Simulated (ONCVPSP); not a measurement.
PBE ONCV dataset for Ca (Z = 20), fully relativistic all-electron reference.

Input for ONCVPSP 4.0.1:

```
# ATOM AND REFERENCE CONFIGURATION
# atsym  z   nc   nv     iexc    psfile
  Ca 20.00    3    3        4      upf
#
#   n    l    f
    1    0    2.00
    2    0    2.00
    2    1    6.00
    3    0    2.00
    3    1    6.00
    4    0    1.50
#
# PSEUDOPOTENTIAL AND OPTIMIZATION
# lmax
    2
#
#   l,   rc,      ep,       ncon, nbas, qcut
    0    2.00    0.00    4    7    6.20
    1    2.00    0.00    3    6    6.60
    2    1.60    0.25    5    9    6.90
#
# LOCAL POTENTIAL
# lloc, lpopt,  rc(5),   dvloc0
    2    5    1.60    0.00
#
# VANDERBILT-KLEINMAN-BYLANDER PROJECTORs
# l, nproj, debl
    0    2    1.80
    1    2    1.90
    2    0    2.70
#
# MODEL CORE CHARGE
# icmod, fcfact, rcfact
    0    0.00    0.00
#
# LOG DERIVATIVE ANALYSIS
# epsh1, epsh2, depsh
   -3.00    5.00    0.02
#
# OUTPUT GRID
# rlmax, drl
    6.00    0.01
#
# TEST CONFIGURATIONS
# ncnf
    4
# nvcnf
#   n    l    f
    3
    3    0    2.00
    3    1    6.00
    4    0    2.00
#
    3
    3    0    2.00
    3    1    6.00
    4    0    1.00
#
    3
    3    0    2.00
    3    1    6.00
    4    0    0.00
#
    3
    3    0    1.00
    3    1    6.00
    4    0    2.00
#
```

Command:

```bash
oncvpspr.x < Ca.dat > Ca.out
```

Resulting log (shortened: citation, most of the input echo, consistency checks and plot data are left out):

```
ONCVPSP  (Optimized Norm-Conservinng Vanderbilt PSeudopotential)
relativistic version 4.0.1

#   n    l    f        energy (Ha)
    1    0    2.00    -1.4523940D+02
    2    0    2.00    -1.5346557D+01
    2    1    6.00    -1.2375030D+01    -1.2510526D+01
    3    0    2.00    -1.8504187D+00
    3    1    6.00    -1.1440948D+00    -1.1582192D+00
    4    0    1.50    -2.3083977D-01

Reference configufation results
  iterations    24
  all-electron total energy (Ha)   -6.80237675D+02

Begin loop to  construct optimized pseudo wave functions
and semi-local pseudopoentials for all angular momenta

Calculating optimized projector #   1

 for l=   0

    Fraction of norm inside rc  0.956998
    Optimizing pswf for qcut=   6.19 a_B^-1,  ecut=  19.18 Ha
    Residual kinetic energy error=  7.78D-07 Ha

    Energy error per electron        Cutoff
         Ha          eV             Ha
         0.01000     0.27211        4.12
         0.00100     0.02721       10.97
         0.00010     0.00272       14.37
         0.00001     0.00027       16.69

Calculating optimized projector #   2

 for l=   0

    Fraction of norm inside rc  0.061178
    Optimizing pswf for qcut=   6.19 a_B^-1,  ecut=  19.18 Ha
    Residual kinetic energy error=  2.32D-06 Ha

    Energy error per electron        Cutoff
         Ha          eV             Ha
         0.01000     0.27211        3.17
         0.00100     0.02721        9.05
         0.00010     0.00272       13.91
         0.00001     0.00027       17.17

   Wellstate for l =  1  n =  5 kap= -2
     eigenvalue =   0.7559
     asymptotic potential =   1.2559
     half-point radius =  4.9212

Calculating optimized projector #   1

 for l=   1

    Fraction of norm inside rc  0.909974
    Optimizing pswf for qcut=   6.61 a_B^-1,  ecut=  21.85 Ha
    Residual kinetic energy error=  1.74D-07 Ha

    Energy error per electron        Cutoff
         Ha          eV             Ha
         0.01000     0.27211       10.43
         0.00100     0.02721       13.67
         0.00010     0.00272       16.37
         0.00001     0.00027       18.59

Calculating optimized projector #   2

 for l=   1

    Fraction of norm inside rc  0.100859
    Optimizing pswf for qcut=   6.61 a_B^-1,  ecut=  21.85 Ha
    Residual kinetic energy error=  2.61D-07 Ha

    Energy error per electron        Cutoff
         Ha          eV             Ha
         0.01000     0.27211        9.22
         0.00100     0.02721       12.95
         0.00010     0.00272       16.10
         0.00001     0.00027       18.66

   Wellstate for l =  1  n =  5 kap=  1
     eigenvalue =   0.7418

Calculating optimized projector #   1

 for l=   1

    Fraction of norm inside rc  0.912640
    Optimizing pswf for qcut=   6.61 a_B^-1,  ecut=  21.85 Ha
    Residual kinetic energy error=  1.99D-07 Ha

    Energy error per electron        Cutoff
         Ha          eV             Ha
         0.01000     0.27211       10.52
         0.00100     0.02721       13.76
         0.00010     0.00272       16.46
         0.00001     0.00027       18.67

Calculating optimized projector #   2

 for l=   1

    Fraction of norm inside rc  0.101817
    Optimizing pswf for qcut=   6.61 a_B^-1,  ecut=  21.85 Ha
    Residual kinetic energy error=  3.02D-07 Ha

    Energy error per electron        Cutoff
         Ha          eV             Ha
         0.01000     0.27211        9.32
         0.00100     0.02721       13.06
         0.00010     0.00272       16.21
         0.00001     0.00027       18.76

WARNING wellstate: moderately localized bound state found for n= 3 l=  2
WARNING scattering state with energy  0.05000000
WARNING will be used for the first projector

   Wellstate for l =  2  n =  4 kap= -3
     eigenvalue =   0.0500
     asymptotic potential =   0.5500
     half-point radius = 11.4397

Calculating optimized projector #   1

 for l=   2

    Fraction of norm inside rc  0.097237
    Optimizing pswf for qcut=   6.91 a_B^-1,  ecut=  23.88 Ha
    Residual kinetic energy error=  9.25D-04 Ha

    Energy error per electron        Cutoff
         Ha          eV             Ha
         0.01000     0.27211       17.02
         0.00100     0.02721       23.71
         0.00010     0.00272       93.86
         0.00001     0.00027      115.48

   Wellstate for l =  2  n =  3 kap=  2
     eigenvalue =   0.2500

Calculating optimized projector #   1

 for l=   2

    Fraction of norm inside rc  0.427209
    Optimizing pswf for qcut=   6.91 a_B^-1,  ecut=  23.88 Ha
    Residual kinetic energy error=  3.16D-03 Ha

    Energy error per electron        Cutoff
         Ha          eV             Ha
         0.01000     0.27211       20.56
         0.00100     0.02721       42.58
         0.00010     0.00272      107.86
         0.00001     0.00027      121.79

Construct Vanderbilt / Kleinmman-Bylander projectors

B matrix Hermiticity error, ll=  0  kap= -1
   1   2    8.1309D-05

  Orthonormal projector coefficients  1.4893E+01  5.2199E+00

B matrix Hermiticity error, ll=  1  kap= -2
   1   2   -1.0886D-04

  Orthonormal projector coefficients  3.6744E+00 -2.9790E+00

B matrix Hermiticity error, ll=  1  kap=  1
   1   2   -1.1000D-04

  Orthonormal projector coefficients  3.6419E+00 -2.9167E+00

 Orthonormal scalar projector coefficients, l =  1
  3.6635E+00 -2.9582E+00 -5.6579E-05  1.5660E-05

 Orthonormal spin-orbit projector coefficients, l =  1
 -5.2544E-02  2.9705E-02  6.6143E-03 -3.7204E-03

 Orthonormal scalar projector coefficients, l =  2

 Orthonormal spin-orbit projector coefficients, l =  2

Pseudoatom total energy  -36.803010

Diagnostic tests using Vanderbilt-Kleinman-Bylander pseudopotentials
  relativistic with J = L +/- 1/2 projectors

   l  kap   rcore       rmatch      e in        delta e    norm test   slope test

   0  -1   2.0087579   2.0697482  -1.8504187   0.0000010   1.0000740   1.0000665
   0  -1   2.0087579   2.0697482  -0.2308398   0.0000012   1.0000184   1.0000151

   1  -2   2.0087579   2.0697482  -1.1440948  -0.0000048   1.0000861   1.0000888
   1   1   2.0087579   2.0697482  -1.1582192  -0.0000040   1.0000890   1.0000854
   1  -2   2.0087579   2.0697482   0.7559052   0.0000185   1.0000696   1.0000696
   1   1   2.0087579   2.0697482   0.7534182   0.0000194   1.0000697   1.0000697

   2  -3   1.6003108   1.6488997   0.0500000   0.0003900   0.9956063   0.9956063
   2   2   1.6003108   1.6488997  -0.1808357   0.0025296   1.0057203   1.0057203

Diagnostic tests using Vanderbilt-Kleinman-Bylander pseudopotentials
  relativistic with scalar and spin-orbit non-local projectors

   l  kap   rcore       rmatch      e in        delta e    norm test   slope test

   0  -1   2.0087579   2.0697482  -1.8504187   0.0000010   1.0000740   1.0000665
   0  -1   2.0087579   2.0697482  -0.2308398   0.0000012   1.0000184   1.0000151

   1  -2   2.0087579   2.0697482  -1.1440948   0.0000134   1.0000784   1.0000944
   1   1   2.0087579   2.0697482  -1.1582192   0.0000142   1.0000814   1.0000908
   1  -2   2.0087579   2.0697482   0.7559052   0.0000199   1.0000731   1.0000731
   1   1   2.0087579   2.0697482   0.7534182   0.0000205   1.0000730   1.0000730

   2  -3   1.6003108   1.6488997   0.0500000   0.0003900   0.9956063   0.9956063
   2   2   1.6003108   1.6488997  -0.1808357   0.0025296   1.0057203   1.0057203

Ghost test for J = L + 1/2

 Testing for bound ghosts
   n   l    E NL Schr. Eq   E Basis Diag.   E Cutoff

   1   0       -1.850418       -1.841587     47.15
   2   0       -0.230839       -0.191125     47.15

   2   1       -1.144100       -1.140916     38.60

 Testing for highly-localized positive-energy ghosts
       l    <radius>/rc     E Basis Diag.   E Cutoff

       0        0.373169       16.571530     47.15  WARNING - GHOST(+)

Ghost test for J = L - 1/2

 Testing for bound ghosts
   n   l    E NL Schr. Eq   E Basis Diag.   E Cutoff

   1   0       -1.850418       -1.841587     47.15
   2   0       -0.230839       -0.191125     47.15

   2   1       -1.158223       -1.155005     38.60

 Testing for highly-localized positive-energy ghosts
       l    <radius>/rc     E Basis Diag.   E Cutoff

       0        0.373169       16.571530     47.15  WARNING - GHOST(+)

Test configuration 0

   n   l kap    f        eae           eps        diff
   1   0  -1  2.0000 -145.23939661
   2   0  -1  2.0000  -15.34655716
   2   1  -2  4.0000  -12.37503044
   2   1   1  2.0000  -12.51052566
   3   0  -1  2.0000   -1.85041870   -1.85041773    9.73E-07
   3   1  -2  4.0000   -1.14409481   -1.14409962   -4.81E-06
   3   1   1  2.0000   -1.15821918   -1.15822316   -3.99E-06
   4   0  -1  1.5000   -0.23083977   -0.23083855    1.22E-06

    Total energies and differences
      AE_ref= -6.80237675E+02  AE_tst= -6.80237675E+02  dif=  0.00E+00
      PS_ref= -3.68030103E+01  PS_tst= -3.68030103E+01  dif= -1.28E-13
      PSP excitation error=  1.28E-13

Test configuration 1

   n   l kap    f        eae           eps        diff
   1   0  -1  2.0000 -145.11737075
   2   0  -1  2.0000  -15.22503503
   2   1  -2  4.0000  -12.25346774
   2   1   1  2.0000  -12.38895909
   3   0  -1  2.0000   -1.73038703   -1.73026198    1.25E-04
   3   1  -2  4.0000   -1.02445930   -1.02443875    2.06E-05
   3   1   1  2.0000   -1.03855841   -1.03853630    2.21E-05
   4   0  -1  2.0000   -0.13840621   -0.13840226    3.96E-06

    Total energies and differences
      AE_ref= -6.80237675E+02  AE_tst= -6.80329684E+02  dif= -9.20E-02
      PS_ref= -3.68030103E+01  PS_tst= -3.68950180E+01  dif= -9.20E-02
      PSP excitation error= -1.43E-06

Test configuration 2

   n   l kap    f        eae           eps        diff
   1   0  -1  2.0000 -145.37612956
   2   0  -1  2.0000  -15.48250154
   2   1  -2  4.0000  -12.51103777
   2   1   1  2.0000  -12.64653905
   3   0  -1  2.0000   -1.98399932   -1.98419264   -1.93E-04
   3   1  -2  4.0000   -1.27703016   -1.27708106   -5.09E-05
   3   1   1  2.0000   -1.29119507   -1.29124634   -5.13E-05
   4   0  -1  1.0000   -0.32946388   -0.32947300   -9.12E-06

    Total energies and differences
      AE_ref= -6.80237675E+02  AE_tst= -6.80097820E+02  dif=  1.40E-01
      PS_ref= -3.68030103E+01  PS_tst= -3.66631534E+01  dif=  1.40E-01
      PSP excitation error= -1.47E-06

Test configuration 3

   n   l kap    f        eae           eps        diff
   1   0  -1  2.0000 -145.68908725
   2   0  -1  2.0000  -15.79307277
   2   1  -2  4.0000  -12.82178731
   2   1   1  2.0000  -12.95730669
   3   0  -1  2.0000   -2.28691025   -2.28770711   -7.97E-04
   3   1  -2  4.0000   -1.57750513   -1.57774195   -2.37E-04
   3   1   1  2.0000   -1.59181802   -1.59205995   -2.42E-04
   4   0  -1  0.0000   -0.53423930   -0.53423930    0.00E+00

    Total energies and differences
      AE_ref= -6.80237675E+02  AE_tst= -6.79663439E+02  dif=  5.74E-01
      PS_ref= -3.68030103E+01  PS_tst= -3.62287408E+01  dif=  5.74E-01
      PSP excitation error= -3.37E-05

Test configuration 4

   n   l kap    f        eae           eps        diff
   1   0  -1  2.0000 -145.79621769
   2   0  -1  2.0000  -15.87874685
   2   1  -2  4.0000  -12.90927566
   2   1   1  2.0000  -13.04496094
   3   0  -1  1.0000   -2.26736614   -2.28016701   -1.28E-02
   3   1  -2  4.0000   -1.54275852   -1.54729888   -4.54E-03
   3   1   1  2.0000   -1.55818219   -1.56271683   -4.53E-03
   4   0  -1  2.0000   -0.40112346   -0.40165058   -5.27E-04

    Total energies and differences
      AE_ref= -6.80237675E+02  AE_tst= -6.78336832E+02  dif=  1.90E+00
      PS_ref= -3.68030103E+01  PS_tst= -3.48962088E+01  dif=  1.91E+00
      PSP excitation error= -5.96E-03
```

The run took about 4.3 s on one core of a shared server CPU.
